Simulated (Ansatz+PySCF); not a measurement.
Values are calculated unless marked as measured or tabulated.
Input for Ansatz (development build ahead of 0.2.0):

```yaml
crystal:
  periodic: [false, false, false]
  atoms:
    - { symbol: Be, position_ang: [0.0, 0.0, -1.74001] }
    - { symbol: O, position_ang: [0.0, 0.0, 0.87001] }
basis:
  gaussian: { orbitals: STO-3G }
magnetization:
  spin_polarized: true
hamiltonian:
  xc: pbe0
scf:
  omitted_lower_state_checks: [starts, atomic_configurations, cluster_reference, orbital_swaps, given_window_search, neighbouring_geometries, increment]
output:
  forces: true
```

The input is written out in the form of the current development build from the run's settings.

Results

```json
{"Converged": "yes", "Total energy": "-88.37750 hartree", "Spin squared of the determinant": "1.102", "Stability test": "minimum"}
```

Forces (eV/Å):
| atom | Fx | Fy | Fz |
| --- | --- | --- | --- |
| Be1 | 0.000 | 0.000 | 1.665 |
| O2 | 0.000 | 0.000 | -1.665 |

Caution: another spin multiplicity may lie lower; the unrestricted determinant is a mixture of spin states.
